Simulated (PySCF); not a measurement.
## Finite-field polarisability of Al (aluminium, neutral)

[Ne] 3s2 3p1, 2P determinant. Computed with PySCF 2.14 in dyall-av3z (19s12p3d2f, 84 functions), with no relativity, point nucleus. Frozen: [Ne]. Energy changes in a uniform field (μhartree):

| axis | F (au) | HF | MP2 | CCSD | CCSD(T) |
| --- | --- | --- | --- | --- | --- |
| x | 0.002 | -103.710 | -102.358 | -99.648 | -99.710 |
| x | 0.004 | -415.160 | -409.762 | -398.903 | -399.154 |
| y | 0.0016 | -102.231 | -99.446 | -96.050 | -96.032 |
| y | 0.0032 | -410.430 | -399.210 | -385.511 | -385.439 |

By symmetry the remaining axis equals x.

Problem. Derive α along x at CCSD(T) from the two fields.

Solution. With ΔE = −αF²/2 − γF⁴/24, α = −(16 ΔE(F) − ΔE(2F))/(6F²) = 49.84 bohr³.

Problem. And the mean polarisability at each level?

Solution. The components xx, yy, zz at CCSD(T) are 49.84, 74.94, 49.84, the third axis being equal by symmetry to one of the two computed. Means: HF 61.15, MP2 59.98, CCSD 58.19, CCSD(T) 58.21 bohr³. Reference: 57.8 ± 1 bohr³ (recommended; Schwerdtfeger and Nagle, table of static dipole polarizabilities (2023 update)).
